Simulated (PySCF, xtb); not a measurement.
# BH3N2Si: 7 structures ranked

7 gas-phase structures of BH3N2Si, found in a search over its isomers (lower ones may exist). Each was relaxed with GFN2-xTB; where two conformers were screened, the lower at r2SCAN-D4/def2-SVP is listed:

A. `B=N[SiH]=N`, a singlet
B. a singlet given by its coordinates
C. `BN=[Si]=N`, a singlet
D. `N=BN=[SiH2]`, a singlet
E. `B=NN=[SiH2]`, a singlet
F. `BN[Si]#N`, a singlet
G. a singlet given by its coordinates

G (Å):

```xyz
7

B    -1.1417   -0.4093    1.6219
N    -2.4143    0.1983    1.3784
N    -1.1046   -1.3079    0.5091
Si   -2.6849   -0.7741   -0.0699
H    -2.9228    0.9092    1.8741
H    -0.3646   -0.2259    2.4754
H    -0.4172   -1.9775    0.2112
```

Close contacts (Å): B1–N2 1.43, B1–N3 1.43, N2–Si4 1.77, N3–Si4 1.77, B1–H6 1.17, N2–H5 1.00, N3–H7 1.00.

B (Å):

```
atom    x (Å)    y (Å)    z (Å)
   B  -1.8718  -0.9251   1.0045
   N  -1.6787  -0.9761   2.3872
   N  -1.3099   0.1149   0.2486
  Si  -1.4764  -1.0553   3.9697
   H  -1.4124   0.2037  -0.7465
   H  -0.7603   0.8503   0.6592
   H  -2.5051  -1.7483   0.4422
```

Close contacts (Å): B1–N2 1.40, B1–N3 1.40, N2–Si4 1.60, B1–H7 1.18, N3–H5 1.00, N3–H6 1.01.

Question: Which do you expect lowest at r2SCAN-D4/def2-SVP, and how would the others follow?

Answer: Calculated order at r2SCAN-D4/def2-SVP: G (0.0), B (1.5), D (143.1), A (152.9), C (292.6), E (367.5), F (374.9) kJ/mol. Less than 1 kcal/mol parts G and B, so the order within that pair means little.

Energies above the lowest of each column, in kJ/mol; the last columns are at PBE0-D3(BJ)/def2-SVP geometries and were run for some of them only (a dash: not run or not comparable):

| structure | GFN2-xTB | HF/STO-3G | r2SCAN-D4/def2-SVP | PBE0-D3(BJ)/def2-SVP | CCSD(T)/def2-SVP + ΔMP2/def2-TZVPP |
| --- | --- | --- | --- | --- | --- |
| G | 20.3 | 0.0 | 0.0 | 0.0 | 0.0 |
| B | 27.4 | 102.4 | 1.5 | 17.6 | 10.8 |
| D | 1.7 | 356.8 | 143.1 | – | – |
| A | 0.0 | 352.1 | 152.9 | – | – |
| C | 36.8 | 569.5 | 292.6 | – | – |
| E | 99.2 | 518.2 | 367.5 | – | – |
| F | 85.3 | 537.8 | 374.9 | – | – |

CCSD(T)/def2-SVP + ΔMP2/def2-TZVPP puts G lowest of those it was run on; GFN2-xTB picks A. Some further structures that were screened fall inside this span and aren't listed. Flexible structures stand in one conformer each, not always the lowest. Frequencies (GFN2-xTB) were run for B, G alone. The ΔMP2 step shifts differences by up to 18.5 kJ/mol, which makes them less sure. Large T1 diagnostics make some coupled-cluster values less sure. ΔMP2 is the change of the MP2 energy from the smaller to the larger basis.

Over these structures GFN2-xTB departs from r2SCAN-D4/def2-SVP by 102.8 kJ/mol on average once a common shift is removed. A GFN2-xTB relaxation took about 0.07 s and the r2SCAN-D4/def2-SVP energy about 5.7 s on a shared host (PySCF 2.14.0, xtb 6.7.1).
